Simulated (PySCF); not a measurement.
Sb(Me)2 (C2H6Sb), SMILES [CH3][Sb][CH3], multiplicity 2. Coordinates come from a B3LYP-D3(BJ)/def2-SVP optimisation. The spin state was assumed, not searched. The isomer is the one that the SMILES or the coordinates give; other isomers of the formula were not compared. The def2 effective core potentials stand for the cores of Sb; spin–orbit coupling is left out.

Computed equilibrium geometry at B3LYP-D3(BJ)/def2-SVP (PySCF confirms it by a frequency run) as bond lengths and angles, and its point group:
point group C2v.
Atoms: Sb1 C2 H3 H4 H5 C6 H7 H8 H9. Bonded distances (Å): Sb1–C2 2.198, Sb1–C6 2.198, C2–H3 1.101, C2–H4 1.099, C2–H5 1.101, C6–H7 1.101, C6–H8 1.101, C6–H9 1.099. Bond angles (°): C2–Sb1–C6 92.7, Sb1–C2–H3 109.6, Sb1–C2–H4 110.1, Sb1–C2–H5 109.6, H3–C2–H4 109.3, H3–C2–H5 108.9, H4–C2–H5 109.3, Sb1–C6–H7 109.6, Sb1–C6–H8 109.6, Sb1–C6–H9 110.1, H7–C6–H8 108.9, H7–C6–H9 109.3, H8–C6–H9 109.3.
Charge 0, spin multiplicity 2.
